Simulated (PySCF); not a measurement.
C₃H₇BFNO, SMILES C/C=C/OB(N)F. The structure is a stationary point at r2SCAN-D4/def2-SVP. The structure was generated by enumeration; whether it is a known compound was not checked. Other conformers were not sampled.

Computed equilibrium geometry at r2SCAN-D4/def2-SVP (PySCF confirms it by a frequency run) as Cartesian coordinates in Å, and its point group (one conformer of several):
point group Cs.
```xyz
14

C      0.1872    -3.3305     0.0000
C     -0.5236    -2.0166     0.0000
C      0.1042    -0.8344     0.0000
O     -0.5852     0.3439     0.0000
B      0.0347     1.5682     0.0000
N     -0.7331     2.7393     0.0000
F      1.3773     1.6409     0.0000
H      1.2806    -3.1994     0.0000
H     -0.0788    -3.9365     0.8839
H     -0.0788    -3.9365    -0.8839
H     -1.6206    -2.0122     0.0000
H      1.1983    -0.7429     0.0000
H     -1.7437     2.7205     0.0000
H     -0.3191     3.6609     0.0000
```
Charge 0, spin multiplicity 1.
